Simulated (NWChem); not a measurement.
# SrO; SMILES [O]=[Sr]

```xyz
2

Sr     0.0000     0.0000    -0.3326
O      0.0000     0.0000     1.5798
```
Atoms are numbered in this order, from 1.

Program: NWChem. Structure relaxed at the PBE0-D3(BJ)/def2-TZVP level. def2 effective core potentials on Sr; no spin-orbit coupling.

Q: Order these by “dipole (D)”, lowest first: Hartree-Fock/def2-TZVPD; Hartree-Fock/def2-SVP; Hartree-Fock/def2-SVPD.

A: Hartree-Fock/def2-SVP (10.65), Hartree-Fock/def2-SVPD (10.92), Hartree-Fock/def2-TZVPD (11.08)
